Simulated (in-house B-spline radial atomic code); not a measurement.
How numerical settings move a run on Dy, [Xe] 4f10 6s2. Computed with a B-spline radial code for spherical atoms: Dirac-Hartree-Fock, average of configuration, Fermi nucleus of rms radius 5.2218 fm.

Command:
```bash
python run_scf.py task.json out
```
Settings of the sound reference run:
```
Z                66
electrons        66
configuration    [Xe] 4f10 6s2
hamiltonian      dirac
method           hf
spin_polarised   False
nucleus          fermi
rms_radius       5.2218
mass_number      164
atomic_mass      163.9292
speed_of_light   137.036
knot_spacing     0.22
spline_order     8
gauss_points     12
box_radius       50
max_iterations   70
damping          0.5
damped_steps     3
diis_vectors     10
tolerance        1e-08
start            Thomas-Fermi
```

Time taken, with all properties: 2.6 s on 1 thread of Intel(R) Xeon(R) 6975P-C, with other jobs on the host.

It converges in 13 iterations to -12161.505767 hartree, with 6s1/2 at -5.10728 eV. The other runs change the listed settings, some to values that make no sense; their results aren't properties of the atom or ion. Radii are in bohr (the nuclear one in fm), a minus after a letter asks for a j subshell, and «unchanged» means within 1e-8 hartree. The run stops when the residual is below 10 × tolerance × max(1, Z/10), or a noise floor if that is larger, and the energy moves by less than 1e-8 × √|E| hartree; so very loose and very tight tolerances often act alike.

```tsv
changed settings	outcome
gauss_points = 6, max_iterations = 100, damping = 0.2	converged in 16 iterations, energy unchanged, 6s1/2 level +4.7e-06 eV
gauss_points = 16	converged in 13 iterations, energy unchanged
damped_steps = 0	converged in 12 iterations, energy unchanged, 6s1/2 level +5.7e-06 eV
max_iterations = 5	not converged after 5 iterations, last residual 5.6e-02, last energy +4.63e-02 hartree from the reference
max_iterations = 3	not converged after 3 iterations, last residual 2.8e-01, last energy +2.45e+00 hartree from the reference
max_iterations = 2	not converged after 2 iterations, last residual 1.2e+00, last energy +3.88e+01 hartree from the reference
gauss_points = 3	converged in 12 iterations, energy +1.11e-03 hartree from the reference, 6s1/2 level -5.6e-06 eV
gauss_points = 4	converged in 13 iterations, energy +5.41e-06 hartree from the reference
knot_spacing = 0.75, max_iterations = 100, diis_vectors = 20	converged in 13 iterations, energy +3.70e+01 hartree from the reference, 6s1/2 level +7.4e-02 eV
electrons = 74, configuration = [Xe] 4f10 6s2 8s2 8p6, max_iterations = 50	converged in 47 iterations to -12160.4787 hartree, a different physical problem (warning: 6s1/2 has a positive eigenvalue: unbound, held by the box)
first_knot = 0.00455, max_iterations = 2, diis_vectors = 2	not converged after 2 iterations, last residual 1.2e+00, last energy +3.82e+01 hartree from the reference
max_iterations = 3, damping = 0.95	not converged after 3 iterations, last residual 1.1e+00, last energy +3.39e+01 hartree from the reference
electrons = 67, configuration = [Xe] 4f10 6s2 3f1, max_iterations = 75	stopped with error: there is no 3f shell
```

(1) What happens with damped_steps = 1?

(2) What happens with max_iterations = 8?

(3) What happens with max_iterations = 12?

(4) What happens with damped_steps = 8?

Results:

(1) Converged in 14 iterations, energy unchanged, 6s1/2 level +5.8e-06 eV.

(2) Not converged after 8 iterations, last residual 2.2e-03, last energy +2.06e-04 hartree from the reference.

(3) Not converged after 12 iterations, last residual 7.5e-07, last energy +3.00e-09 hartree from the reference.

(4) Converged in 16 iterations, energy unchanged, 6s1/2 level +5.0e-06 eV.
